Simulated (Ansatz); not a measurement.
Mn6⁺. Total charge 1; multiplicity 24. Geometry PBE0-D4/def2-SVP.

```
atom   x (Å)   y (Å)   z (Å)
 Mn1  -0.049  -1.662  -1.522
 Mn2  -2.218  -0.111  -0.389
 Mn3   0.208  -0.708   1.365
 Mn4   0.259   0.970  -0.829
 Mn5  -0.952   2.082   1.656
 Mn6   2.753  -0.571  -0.282
```

At LDA (SPW92)/def2-TZVP, PBE-D4/def2-SVP, PBE-D4/def2-TZVP, r2SCAN-D4/def2-TZVP and others the charge 1 multiplicity 24 is spin-contaminated (final ⟨S²⟩ up to 148.21, 143.75 for a pure state). At LDA (SPW92)/def2-TZVP, PBE-D4/def2-SVP, PBE-D4/def2-TZVP, r2SCAN-D4/def2-TZVP an occupied level of the charge 1 multiplicity 24 lies above an empty one of the other spin, so a lower spin may lie lower. Another isomer (multiplicity 24) lies 2.73 eV lower at LDA (SPW92)/def2-TZVP; other spin states weren't run for this one.

(1) Estimate the α-spin orbital energies around the gap (eV) in Ansatz with LDA (SPW92)/def2-TZVP, PBE-D4/def2-SVP, PBE-D4/def2-TZVP, r2SCAN-D4/def2-TZVP, PBE0-D4/def2-TZVP.

## Answers

(1) 
```json
{"orbital": "HOMO−5", "LDA (SPW92)/def2-TZVP": "-9.94", "PBE-D4/def2-SVP": "-9.67", "PBE-D4/def2-TZVP": "-9.79", "r2SCAN-D4/def2-TZVP": "-10.38", "PBE0-D4/def2-TZVP": "-11.17"}
{"orbital": "HOMO−4", "LDA (SPW92)/def2-TZVP": "-9.48", "PBE-D4/def2-SVP": "-9.18", "PBE-D4/def2-TZVP": "-9.32", "r2SCAN-D4/def2-TZVP": "-9.85", "PBE0-D4/def2-TZVP": "-10.52"}
{"orbital": "HOMO−3", "LDA (SPW92)/def2-TZVP": "-8.56", "PBE-D4/def2-SVP": "-8.23", "PBE-D4/def2-TZVP": "-8.38", "r2SCAN-D4/def2-TZVP": "-8.73", "PBE0-D4/def2-TZVP": "-9.12"}
{"orbital": "HOMO−2", "LDA (SPW92)/def2-TZVP": "-8.13", "PBE-D4/def2-SVP": "-7.74", "PBE-D4/def2-TZVP": "-7.92", "r2SCAN-D4/def2-TZVP": "-8.31", "PBE0-D4/def2-TZVP": "-8.60"}
{"orbital": "HOMO−1", "LDA (SPW92)/def2-TZVP": "-7.52", "PBE-D4/def2-SVP": "-7.15", "PBE-D4/def2-TZVP": "-7.38", "r2SCAN-D4/def2-TZVP": "-7.60", "PBE0-D4/def2-TZVP": "-7.99"}
{"orbital": "HOMO", "LDA (SPW92)/def2-TZVP": "-7.37", "PBE-D4/def2-SVP": "-6.77", "PBE-D4/def2-TZVP": "-7.20", "r2SCAN-D4/def2-TZVP": "-7.20", "PBE0-D4/def2-TZVP": "-7.55"}
{"orbital": "LUMO", "LDA (SPW92)/def2-TZVP": "-7.15", "PBE-D4/def2-SVP": "-6.39", "PBE-D4/def2-TZVP": "-6.78", "r2SCAN-D4/def2-TZVP": "-6.48", "PBE0-D4/def2-TZVP": "-5.80"}
{"orbital": "LUMO+1", "LDA (SPW92)/def2-TZVP": "-7.11", "PBE-D4/def2-SVP": "-6.37", "PBE-D4/def2-TZVP": "-6.76", "r2SCAN-D4/def2-TZVP": "-6.40", "PBE0-D4/def2-TZVP": "-5.60"}
{"orbital": "LUMO+2", "LDA (SPW92)/def2-TZVP": "-6.89", "PBE-D4/def2-SVP": "-6.07", "PBE-D4/def2-TZVP": "-6.39", "r2SCAN-D4/def2-TZVP": "-6.03", "PBE0-D4/def2-TZVP": "-5.37"}
{"orbital": "LUMO+3", "LDA (SPW92)/def2-TZVP": "-6.82", "PBE-D4/def2-SVP": "-5.96", "PBE-D4/def2-TZVP": "-6.36", "r2SCAN-D4/def2-TZVP": "-5.96", "PBE0-D4/def2-TZVP": "-5.15"}
{"orbital": "LUMO+4", "LDA (SPW92)/def2-TZVP": "-6.00", "PBE-D4/def2-SVP": "-5.50", "PBE-D4/def2-TZVP": "-5.85", "r2SCAN-D4/def2-TZVP": "-5.90", "PBE0-D4/def2-TZVP": "-4.98"}
{"orbital": "LUMO+5", "LDA (SPW92)/def2-TZVP": "-5.99", "PBE-D4/def2-SVP": "-5.48", "PBE-D4/def2-TZVP": "-5.81", "r2SCAN-D4/def2-TZVP": "-5.83", "PBE0-D4/def2-TZVP": "-4.89"}
{"orbital": "β HOMO", "LDA (SPW92)/def2-TZVP": "-8.66", "PBE-D4/def2-SVP": "-8.29", "PBE-D4/def2-TZVP": "-8.50", "r2SCAN-D4/def2-TZVP": "-8.66", "PBE0-D4/def2-TZVP": "-9.09"}
{"orbital": "β LUMO", "LDA (SPW92)/def2-TZVP": "-8.17", "PBE-D4/def2-SVP": "-7.50", "PBE-D4/def2-TZVP": "-7.86", "r2SCAN-D4/def2-TZVP": "-7.40", "PBE0-D4/def2-TZVP": "-6.52"}
```
